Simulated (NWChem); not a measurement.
System: CH4ClFOSi; SMILES C[Si@](O)(F)Cl

Input file for NWChem:

```
start job
memory heap 200 mb stack 900 mb global 1100 mb
geometry units angstroms noautoz
  C      1.588933     1.198519     0.202643
  Si    -0.042022     0.374670    -0.004367
  O     -0.763078     0.912220    -1.376785
  F     -0.998968     0.684470     1.264430
  Cl     0.134429    -1.678863    -0.050721
  H      2.247219     0.967243    -0.647378
  H      2.078168     0.858453     1.126882
  H      1.457850     2.289927     0.255617
  H     -1.592203     0.504986    -1.645859
end
basis spherical
  C library 6-31+g*
  Si library 6-31+g*
  O library 6-31+g*
  F library 6-31+g*
  Cl library 6-31+g*
  H library 6-31+g*
end
dft
  xc xpbe96 cpbe96
  iterations 150
end
tddft
  nroots 8
  notriplet
end
task tddft energy
```

Geometry: optimised at PBE0/def2-SVP.

Vertical excitations in the gas phase.

Problem. Predict the main results of this run. (PBE/6-31+G* (spherical d), full TDDFT.) Quantities: lowest excitation, singlet (eV); oscillator strength of that lowest state; lowest state with f > 0.02, singlet (eV); oscillator strength of that bright state; orbital gap (eV).

Solution. 
- lowest excitation, singlet (eV) = 6.94
- oscillator strength of that lowest state = 0.019
- lowest state with f > 0.02, singlet (eV) = 7.09
- oscillator strength of that bright state = 0.055
- orbital gap (eV) = 6.87
